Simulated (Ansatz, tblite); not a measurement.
Removing and adding an electron: `C[Si](C)(C)C#Cc1ccc(-c2ccc(-c3ccc(C#C[Si](C)(C)C)[se]3)[se]2)[se]1`. Charge 0, multiplicity 1. Geometry: PBE-D4/def2-SVP. Ansatz, gas phase; energy differences of separate SCF runs; the oxidised species was run as a doublet alone; the reduced species was run as a doublet alone.

The xTB rows come from tblite. Single mean-field runs in def2-TZVP are fitted with def2-universal-jkfit.

| level | −HOMO (eV) | vertical IE (eV) | −LUMO (eV) | vertical EA (eV) | HOMO–LUMO gap (eV) | IE − EA (eV) |
| --- | --- | --- | --- | --- | --- | --- |
| GFN1-xTB | 10.25 | 11.82 | 8.66 | 7.06 | 1.60 | 4.76 |
| GFN2-xTB | 9.62 | 11.15 | 8.07 | 6.51 | 1.56 | 4.64 |
| PBE-D4/def2-TZVP | 4.73 | 6.29 | 3.11 | 1.65 | 1.62 | 4.63 |
| PBE0-D4/def2-TZVP | 5.46 | 6.49 | 2.60 | 1.64 | 2.87 | 4.85 |

 Raw xTB energy differences between charge states are shifted by several eV; the methods need an empirical correction for them. Sets without diffuse functions give affinities that are too small.
